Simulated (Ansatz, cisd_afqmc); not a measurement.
System: GaH, charge 1, doublet. GaH+ (parent SMILES [GaH], doublet).
B3LYP-D3(BJ)/def2-TZVP minimum from Ansatz (a first-principles code):
```
Ga
H 1 1.6902
```
Charge +1, spin multiplicity 2.

Total energies in cc-pVTZ, 3 correlated electrons, 14 frozen orbitals. Open shells are spin-unrestricted; no spin-orbit coupling. Cores are frozen in correlated methods (noble-gas shells, and filled d and f shells in the p block). No relativity. AFQMC/CISD: phaseless, guided by CISD from CCSD amplitudes; bars are statistical, one sigma. Outlying blocks are dropped, and bars are widened where a walk drifts. Over all cases where full CI ran beside it in this data, AFQMC minus full CI had a median of +0.1 mEh and passed +0.4 mEh in a tenth of the cases. The UHF reference of HGa+ (parent SMILES [GaH], doublet) is spin-contaminated (<S^2> up to 0.05 over the pure value in the sets run). The spin of HGa+ (parent SMILES [GaH], doublet) was assumed, and the state is the lowest solution found for it.

| method | program | energy (Eh) | minus CCSDT (mEh) |
|---|---|---|---|
| HF | Ansatz | -1923.56617 | 45.50 |
| MP2 | Ansatz | -1923.59754 | 14.13 |
| CCSD | Ansatz | -1923.61096 | 0.70 |
| CCSD(T) | Ansatz | -1923.61147 | 0.20 |
| CCSDT | Ansatz | -1923.61167 | 0.00 |
| AFQMC/CISD | cisd_afqmc | -1923.6115 ± 0.0001 | 0.1 ± 0.1 |
